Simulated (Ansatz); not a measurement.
Consider the hydrogen abstraction from the Si–H bond: `O[SiH](O)F` + `[OH]`• → `O[Si](O)F`• + H₂O.

Computed with Ansatz on PBE0-D4/def2-TZVP structures; ΔE is electronic, products minus reactants. CCSD(T)/CBS adds triple-zeta CCSD(T) − MP2 to the extrapolated MP2 energy (def2 sets, frozen cores). This one scheme is used for every species. DFT in def2-TZVPP. B3LYP here is the variant with VWN-RPA as its local correlation; programs differ in this. No spin–orbit coupling; open shells (•) take unrestricted orbitals. One conformer a species, not always the lowest.

CCSD(T)/CBS gives -22.1 kcal/mol.

Question: Another level gave -23.0 kcal/mol. Which?
A. r2SCAN/def2-TZVPP
B. B3LYP-D4/def2-TZVPP
C. revPBE-D4/def2-TZVPP
D. ωB97M-V/def2-TZVPP

Answer: A. r2SCAN -23.0, revPBE-D4 -25.4, B3LYP-D4 -20.7, ωB97M-V -19.4 kcal/mol.

Largest T1 diagnostic among the species: 0.014.

From BLYP to BHLYP (50 % exact exchange), in def2-TZVPP and without D4, ΔE moves by +10.2 kcal/mol. At CCSD(T), def2-SVP lies +7.6 kcal/mol from the extrapolated value and def2-TZVPP +2.4 kcal/mol. In def2-TZVPP, CCSD(T) changes the Hartree–Fock value by −17.0 kcal/mol (the triples alone add −1.8 kcal/mol) and MP2 by −23.3 kcal/mol.
